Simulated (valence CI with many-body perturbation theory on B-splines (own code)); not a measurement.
Results of a calculation; reference values are marked as such.
## Run record, Ir³⁷⁺

Level of theory: configuration interaction combined with many-body perturbation theory (CI+MBPT): four valence electrons over a frozen Dirac-Fock core [Kr], a basis of 9 s, 9 p, 10 d, 8 f, 5 g, 3 h, 1 i functions for each j, with the one-electron correlation potential Σ1 (screened to all orders), the two-electron term Σ2, the three-electron term Σ3, Breit, model QED; selected single and double excitations, second order for the rest (own B-spline code, finite nucleus).

Command, and the settings that its task file holds:

```sh
python run_cv.py task.json out
```

```
atom Ir  Z=77  mass_number=193  rms_radius_fm=5.4032
core [Kr]
valence 4d4
avg = 1
basis = L
breit = 1
cap = 40000
capref = 1200
cscale = 1
de = 0.0
dress = 0
eps = 2e-08
h = 0.27
hh = 1
l2 = 3
lcore = 6
maxit = 60
n2 = 5
natural = 1
nlev = 60
nno = [6, 6, 7, 6, 4, 3, 1]
nroot = 26
nsp = [3, 3, 3, 2, 1, 0, 0]
pt2 = 1
qed = 1
rpa = 1
s1 = 1
s2 = 1
s3 = 1
screen = 1
tol = 2e-05
```

Task: Roughly how long does this run take on one core of Arm Neoverse V1, and how much memory?

Result: 2.5 min on 1 thread of Arm Neoverse V1, with other jobs on the host, peak memory 1.2 GiB.

Log. The first blocks belong to the next ion, which gives the ionisation energy. Fields: 2J, parity (1 odd), roots, reference size, generating configurations, candidates as configurations/state functions, variational space P, stored matrix elements, Davidson steps; e2 is the range of second-order energies in hartree. The first line gives the box (bohr), its intervals, the orbitals and the steps of their self-consistent field. Window is the range of levels sought, series limit the energy at which the first omitted orbital would enter, core excitation an estimate of the first excitation out of the core, left out the lowest levels not solved, and shifts from estimates the range by which levels moved from their first estimate, all in cm⁻¹.

```
rmax 3.9 intervals 58 orbitals 81 references ['4d4', '4d3 4f', '4d2 4f2', '4d3 5s', '4d3 5p'] scf 4 t 1.9
2J=3 par=0 roots 2 ref 38 generators 5 cand 4555/11505 P 1254/3182 nnz 2.9e+06 it 5
2J=3 par=0 roots 2 ref 38 generators 9 cand 6096/15287 P 1829/4744 nnz 5.7e+06 it 4
   second order: generators 10 cand 6931/17330 e2 -0.00002 -0.00001
reference levels 697, estimated 34, window 851871 1/cm; series limit 8766615, core excitation 1357485
2J=0 par=0 roots 5 ref 26 generators 9 cand 13795/34144 P 3228/6467 nnz 7e+06 it 4
2J=0 par=0 roots 5 ref 26 generators 11 cand 11786/30203 P 4340/9443 nnz 1.1e+07 it 5
   second order: generators 14 cand 14991/40284 e2 -0.00004 -0.00001
2J=2 par=0 roots 4 ref 44 generators 7 cand 15092/100279 P 1479/7997 nnz 1.5e+07 it 5
2J=2 par=0 roots 4 ref 44 generators 10 cand 14067/94825 P 3420/18033 nnz 6.1e+07 it 5
   second order: generators 11 cand 15060/107391 e2 -0.00008 -0.00004
2J=8 par=0 roots 7 ref 85 generators 10 cand 15443/188344 P 925/7994 nnz 1.5e+07 it 4
2J=8 par=0 roots 7 ref 85 generators 12 cand 14808/182932 P 2980/24937 nnz 1.3e+08 it 6
   second order: generators 15 cand 15795/216584 e2 -0.00022 -0.00011
2J=4 par=0 roots 8 ref 78 generators 11 cand 15460/152243 P 1059/7996 nnz 1.4e+07 it 5
2J=4 par=0 roots 8 ref 78 generators 12 cand 14722/146821 P 3549/25739 nnz 1.2e+08 it 8
   second order: generators 16 cand 15256/164577 e2 -0.00013 -0.00006
2J=6 par=0 roots 6 ref 77 generators 8 cand 15459/181150 P 907/7999 nnz 1.5e+07 it 5
2J=6 par=0 roots 6 ref 77 generators 10 cand 14840/175724 P 2889/24482 nnz 1.2e+08 it 7
   second order: generators 12 cand 15900/204390 e2 -0.00018 -0.00011
2J=10 par=0 roots 2 ref 63 generators 4 cand 12085/148897 P 932/8000 nnz 1.7e+07 it 4
2J=10 par=0 roots 2 ref 63 generators 7 cand 14538/169139 P 2758/22784 nnz 1.2e+08 it 5
   second order: generators 8 cand 12712/154355 e2 -0.00008 -0.00007
2J=12 par=0 roots 2 ref 54 generators 2 cand 3841/23845 P 1201/7999 nnz 1.7e+07 it 4
2J=12 par=0 roots 2 ref 54 generators 7 cand 13733/142713 P 2912/19312 nnz 8.3e+07 it 5
   second order: generators 9 cand 15064/179430 e2 -0.00007 -0.00006
left out: unestimated 1795314, estimated none, shifts from estimates -25 to 52
operators 3.9
```

The Davidson iterations converged.

The last digits are not significant, and no measured levels were compared; by estimate large intervals hold to a few tenths of a per cent, small ones and those within an open d or f shell to about a per cent. Only levels of the ground parity were solved; by the run's estimate the other parity begins above the list, which can be wrong where configurations are misplaced.

```yaml
Valence_energy: -260.491 hartree
Ionisation_energy: "1685.1 eV (NIST: 1684 ± 4 eV (theoretical))"
Reference_configurations_for_the_orbitals: 4d4, 4d3 4f, 4d2 4f2, 4d3 5s, 4d3 5p
Radial_orbitals: 81
Box_radius: 3.93 bohr
Largest_variational_space: 25739
Lowest_levels: (4d3/2^4) J=0 0.000, (4d3/2^3 4d5/2) J=1 18.653, (4d3/2^3 4d5/2) J=4 23.884, (4d3/2^3 4d5/2) J=2 24.386, (4d3/2^3 4d5/2) J=3 25.829, (4d3/2^2 4d5/2^2) J=0 [a] 41.028, (4d3/2^2 4d5/2^2) J=2 [a] 41.514, (4d3/2^2 4d5/2^2) J=4 [a] 42.387, (4d3/2^2 4d5/2^2) J=3 [a] 42.907, (4d3/2^2 4d5/2^2) J=5 44.889, (4d3/2^2 4d5/2^2) J=1 46.317, (4d3/2^2 4d5/2^2) J=6 46.362, (4d3/2^2 4d5/2^2) J=3 [b] 47.958, (4d3/2^2 4d5/2^2) J=4 [b] 48.228 eV
```

Levels are named by their leading jj configuration (3d3/2^4 stands for four electrons in 3d with j = 3/2), which in mixed levels can hold well under half, so a name can repeat and another be missing. Letters in brackets count levels of one name in rising energy.
